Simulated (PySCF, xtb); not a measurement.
SiCl₃I, SMILES Cl[Si](I)(Cl)Cl.

Harmonic wavenumbers (cm⁻¹) from xtb with GFN2-xTB at its own minimum, in rising order: 100, 100, 145, 157, 157, 327, 484, 531, 531.

### Question
What does PBE-D3(BJ)/def2-SVP in PySCF give at its own minimum? (The exact figures need the calculation; the answer reports its results.)

### Answer
111, 111, 157, 185, 185, 319, 513, 602, 602. Paired by order, the mean absolute difference is 30 cm⁻¹ and the zero-point energies are 3.6 and 4.0 kcal/mol.
